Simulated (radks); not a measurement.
Values are calculated unless marked as measured or tabulated.
Task: Species: the gadolinium ion Gd11+. Configuration: [Kr] 4d10 4f5 5s2. Level of theory: Dirac Kohn-Sham, exchange-only PBE, spin-unpolarised, spherical densities, finite nucleus; open shells fill j = l - 1/2 first; Fermi nuclear charge, rms radius 5.1569 fm (a radial shooting solver on a logarithmic mesh with Libxc functionals).

Spin-orbit splittings of the eigenvalues, e(l+1/2) - e(l-1/2), with zeta = 2 splitting/(2l+1) and mean radii in bohr:

| shell | occ. | splitting (eV) | zeta (eV) | <r> j=l-1/2 | <r> j=l+1/2 |
|---|---|---|---|---|---|
| 2p | 6 | 696.0 | 464.0 | 0.07745 | 0.08429 |
| 3p | 6 | 142.8 | 95.23 | 0.2336 | 0.2466 |
| 3d | 10 | ? | ? | 0.2186 | 0.2227 |
| 4p | 6 | 32.43 | 21.62 | 0.5599 | 0.5880 |
| 4d | 10 | 6.000 | 2.400 | 0.6162 | 0.6255 |
| 4f | 5 | 0.9800 | 0.2800 | 0.7055 | 0.7103 |

Estimate the 3d splitting.

Result: 31.13 eV (zeta = 12.45 eV).
